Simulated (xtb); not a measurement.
HLiO, SMILES [Li][OH]. All values are semi-empirical tight-binding results from xtb (GFN2-xTB unless named), good for trends rather than for accurate numbers. Geometry optimised at GFN2-xTB. The isomer is the one that the SMILES or the coordinates give; other isomers of the formula were not compared.

Optimised geometry:

Bonded distances (Å): Li1–O2 1.524, O2–H3 0.949. Angles (°): Li1–O2–H3 180.0.

For metal compounds this method's bond lengths and energies can be far off.

```
Quantity                                       Value
-------------------------------------  -------------
point group as xtb finds it                      C∞v
orbital gap                                  4.12 eV
zero-point energy                       8.0 kcal/mol
G − E(el) at 298.15 K (modified RRHO)  -4.3 kcal/mol
```

Problem. Give the IR lines (harmonic; lines under 4 % of the strongest left out, lines within 3 cm⁻¹ merged). (An estimate is asked for; the answer gives what the named calculation found.)

Solution. ν (cm⁻¹): 422 (vs), 919 (s) (against the strongest line: vs over 80 %, s over 45 %, m over 15 %, w over 4 %, vw less)

Computed atomic charges and the Wiberg bond orders between heavy atoms:
charges (e) Li1 0.53, O2 -0.78, H3 0.26. Bond orders Li1–O2 0.86.
